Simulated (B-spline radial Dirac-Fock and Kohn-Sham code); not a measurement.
Internal conversion coefficients of Ni at 23.8 keV

Z = 28 (nickel), transition energy 23.8 keV. Level of theory: a Dirac-Hartree-Slater potential of the neutral atom with a Latter tail (no hole, which puts coefficients of high multipoles low close above an edge), finite nucleus with surface currents; a B-spline atomic structure program. Subshells that would emit electrons below 1 keV are left out.

Input of the calculation (task.json; shells as n, l, electrons):

```json
{"items": [{
  "Z": 28,
  "q": 0,
  "cfg": [[1, 0, 2], [2, 0, 2], [2, 1, 6], [3, 0, 2], [3, 1, 6], [3, 2, 8], [4, 0, 2]],
  "A": 58,
  "rrms": 3.7757,
  "do": "conversion",
  "gamma": [23.8],
  "edges": {"K": 8333.0, "L1": 1008.6, "L2": 870.0, "L3": 852.7, "M1": 110.8, "M2": 68.0, "M3": 66.2}
}]}
```

Launch: `python xray2_run.py task.json out`

```tsv
subshell	electron energy (keV)	E3	E4	M1	M3	M4
K	15.47	1890	39300	2.41	2490	63900
L1	22.79	132	2080	0.235	475	18400
L2	22.93	840	65400	0.0138	71.5	3850
L3	22.95	1420	109000	0.00555	430	37200
M1	23.69	19.3	304	0.0349	75.5	3040
M2	23.73	121	9580	0.00197	10.5	576
M3	23.73	203	15900	0.000781	63.7	5700
M4	23.79	0.799	218	6.06e-06	0.233	30.1
M5	23.79	1.14	297	4.94e-06	0.156	56.6
N1	23.79	1.12	17.6	0.00204	4.43	180
total		4630	242000	2.70	3620	133000
```

Question: For a pure E3 transition, what fraction of decays emits a photon?

Answer: 1/(1 + α) = 0.000216 with the total α = 4630.
